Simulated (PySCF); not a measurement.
**Structure from NMR data**

The spectra below were simulated for a compound C$_{5}$H$_{9}$NOSi.

1H NMR (400 MHz, computed): δ 4.92 (m, 1H), 4.44 (m, 1H), 3.87 (s, 3H), 1.31 (m, 1H), 0.77 (m, 1H), 0.63 (m, 1H), 0.54 (m, 1H).

13C{1H} NMR (computed): δ 127.0 (C), 54.1 (CH3), 17.4 (CH2), 7.8 (CH), -1.4 (CH).

Equivalent nuclei averaged, single conformer, non-relativistic Hamiltonian, gas phase. GFN2-xTB geometry; GIAO PBE0/pcSseg-1 shieldings; PySCF 2.14.0 with density-fitted response routines.

Chemical shifts δ = σref − σ; 1H (σ = 31.72 ppm), 13C (σ = 186.93 ppm) vs TMS, all at this level.

Deduce the structure.

## Answers


1. The formula gives 3 degrees of unsaturation (1 ring in the answer).
2. 5 carbon signals for 5 carbons: no two carbons are equivalent.
3. Carbon types of the structure: 1 × C, 2 × CH, 1 × CH2, 1 × CH3, leaving 2 H on heteroatoms.
4. δC 127.0: nitrile carbon; this is the usual window of a C≡N carbon, which has no attached hydrogen.
5. δC 54.1: methyl carbon bonded to O; deshielded by the electronegative neighbour.
6. δC 17.4, 7.8, -1.4: three-membered-ring carbon; carbons of three-membered rings are unusually shielded.
7. δH 4.92, 4.44: hydrogen on a silicon bonded to C, O.
8. δH 3.87: hydrogen on a methyl carbon bonded to O; its carbon carries O, hence the downfield position.
9. δH 1.31, 0.77, 0.63, 0.54: hydrogen on a three-membered-ring carbon; cyclopropane-type protons are shielded by the ring.

The compound is SMILES [C@@H]1([SiH2]OC)C[C@H]1C#N.

The data come from this structure; uniqueness wasn't tested.

Shifts are as computed. Against solution values, carbons near 30 ppm lie about +3 ppm off and those near 130 ppm about +5 ppm. Of 1309 compounds with measured shifts, 239 miss one by over three times the rms of a fit or turn the order of signals round; such compounds aren't used in these exercises. Multiplicities follow the n + 1 count of equivalent neighbours, as no J values were calculated; m marks all less simple cases, F and P coupling included.
